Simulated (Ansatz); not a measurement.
Sn22H28, a nanocrystal cut from cubic tin. Charge 0, multiplicity 1. Geometry PBE-D4/def2-SVP; atoms count from 1.

Cartesian coordinates in Å:
```
Sn 3.3281 0.1595 3.7010
Sn 4.9227 0.3452 -0.6702
Sn -0.2506 2.7551 4.9588
Sn -0.7259 -1.8042 4.5830
Sn 0.8309 -1.6047 0.2381
Sn -3.2395 -3.6128 1.1149
Sn -2.7315 0.9601 1.4796
Sn -1.6682 -3.4345 -3.1928
Sn 1.3081 2.9138 0.5966
Sn 2.9220 3.1126 -3.7465
Sn -1.1658 1.1361 -2.8156
Sn 2.4412 -1.4506 -4.0865
Sn -5.2626 -0.8509 -1.9558
Sn 1.0288 0.2729 5.3287
Sn 2.6287 0.4470 0.9776
Sn 4.2067 0.6322 -3.3822
Sn -0.9805 3.0390 2.2469
Sn -1.4752 -1.5388 1.8711
Sn 0.1145 -1.3591 -2.4850
Sn -3.9857 -3.3352 -1.5900
Sn -3.4975 1.2270 -1.2256
Sn 0.6145 3.2163 -2.1246
H 4.4411 1.4192 4.1474
H 4.1548 -1.3525 3.9334
H 5.7476 -1.1659 -0.4265
H 6.0252 1.6060 -0.2017
H 0.8101 4.0496 5.4290
H -1.6617 2.8554 5.9690
H 0.0342 -3.3489 4.8274
H -2.1488 -1.7757 5.5826
H 1.6268 -3.1422 0.4660
H -2.4698 -5.1512 1.3692
H -4.6463 -3.5753 2.1367
H -4.1615 1.0156 2.4796
H -0.8761 -4.9716 -3.0096
H -2.0952 -3.2813 -4.8716
H 2.4045 4.1948 1.0489
H 4.0026 4.4096 -3.3323
H 2.4872 3.3201 -5.4167
H -1.6153 1.3010 -4.4944
H 3.2229 -2.9910 -3.8877
H 1.9987 -1.3198 -5.7633
H -6.7057 -0.7733 -0.9900
H -5.7450 -0.6695 -3.6160
H 1.4835 0.0911 7.0036
H 5.6361 0.5583 -4.3807
H -1.7757 4.5735 2.0022
H -5.0708 -4.6253 -2.0411
H -4.2759 2.7736 -1.4472
H -0.1908 4.7500 -2.3376
```

In the def2 sets Sn takes a core potential; there is no spin–orbit coupling. Single mean-field runs in def2-TZVP are fitted with def2-universal-jkfit.

Question: Estimate the Mulliken populations of the heavy atoms from the PBE0/def2-TZVP orbitals of Ansatz.

Answer: 
| atom | charge (e) |
| --- | --- |
| Sn1 | 0.02 |
| Sn2 | 0.02 |
| Sn3 | 0.04 |
| Sn4 | 0.02 |
| Sn5 | -0.05 |
| Sn6 | 0.02 |
| Sn7 | -0.01 |
| Sn8 | 0.02 |
| Sn9 | -0.01 |
| Sn10 | 0.04 |
| Sn11 | -0.01 |
| Sn12 | 0.02 |
| Sn13 | 0.04 |
| Sn14 | 0.02 |
| Sn15 | 0.12 |
| Sn16 | 0.02 |
| Sn17 | 0.03 |
| Sn18 | 0.12 |
| Sn19 | 0.12 |
| Sn20 | 0.02 |
| Sn21 | 0.03 |
| Sn22 | 0.03 |
Mulliken values depend strongly on the basis.

Question: And the Mayer bond orders between heavy atoms (over 0.3)?

Answer: Sn1–Sn14 0.86 (2.82 Å); Sn1–Sn15 0.82 (2.83 Å); Sn2–Sn15 0.82 (2.83 Å); Sn2–Sn16 0.86 (2.82 Å); Sn3–Sn14 0.86 (2.82 Å); Sn3–Sn17 0.85 (2.82 Å); Sn4–Sn14 0.86 (2.82 Å); Sn4–Sn18 0.82 (2.83 Å); Sn5–Sn15 0.82 (2.83 Å); Sn5–Sn18 0.82 (2.83 Å); Sn5–Sn19 0.82 (2.83 Å); Sn6–Sn18 0.82 (2.83 Å); Sn6–Sn20 0.86 (2.82 Å); Sn7–Sn17 0.84 (2.82 Å); Sn7–Sn18 0.83 (2.82 Å); Sn7–Sn21 0.84 (2.82 Å); Sn8–Sn19 0.82 (2.83 Å); Sn8–Sn20 0.86 (2.82 Å); Sn9–Sn15 0.83 (2.82 Å); Sn9–Sn17 0.84 (2.82 Å); Sn9–Sn22 0.84 (2.82 Å); Sn10–Sn16 0.86 (2.82 Å); Sn10–Sn22 0.85 (2.82 Å); Sn11–Sn19 0.83 (2.82 Å); Sn11–Sn21 0.84 (2.82 Å); Sn11–Sn22 0.84 (2.82 Å); Sn12–Sn16 0.86 (2.82 Å); Sn12–Sn19 0.82 (2.83 Å); Sn13–Sn20 0.86 (2.82 Å); Sn13–Sn21 0.85 (2.82 Å).
